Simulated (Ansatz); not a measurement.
C3H6Si, SMILES `C1=C[SiH2]C1` (charge 0, multiplicity 1).

Cartesian coordinates (Å):
SMILES: C1=C[SiH2]C1
```xyz
10

C     -0.9799     0.5460    -0.1880
C      0.1313     1.2921    -0.0643
Si     1.1585    -0.2347     0.1947
C     -0.6039    -0.9226    -0.0329
H     -1.9934     0.9022    -0.3682
H      0.1965     2.3693    -0.1245
H      1.7957    -0.4283     1.5219
H      2.1621    -0.5834    -0.8428
H     -1.0687    -1.4129     0.8246
H     -0.7983    -1.5277    -0.9205
```
Charge 0, multiplicity 1.

Frozen-core energies in 6-31g from Ansatz (an electronic-structure program) at a geometry from B3LYP-D3(BJ)/def2-TZVP; the HF reference has <S^2> = 0.00 (restricted, and unstable towards unrestricted orbitals) and the T1 diagnostic is 0.010.

| level | energy (Ha) |
|---|---|
| HF | -405.86496 |
| MP2 | -406.18350 |
| CCSD | -406.22638 |
| CCSD(T) | -406.23726 |

Task: Estimate the energies of CCSDT and CCSDT(Q), and give each level's difference from CCSDT(Q).

Result: 
```
level     energy (Ha)  difference from CCSDT(Q) (mHa)
--------  -----------  ------------------------------
MP2        -406.18350                           55.26
CCSD       -406.22638                           12.38
CCSD(T)    -406.23726                            1.51
CCSDT      -406.23793                            0.83
CCSDT(Q)   -406.23876                            0.00
```
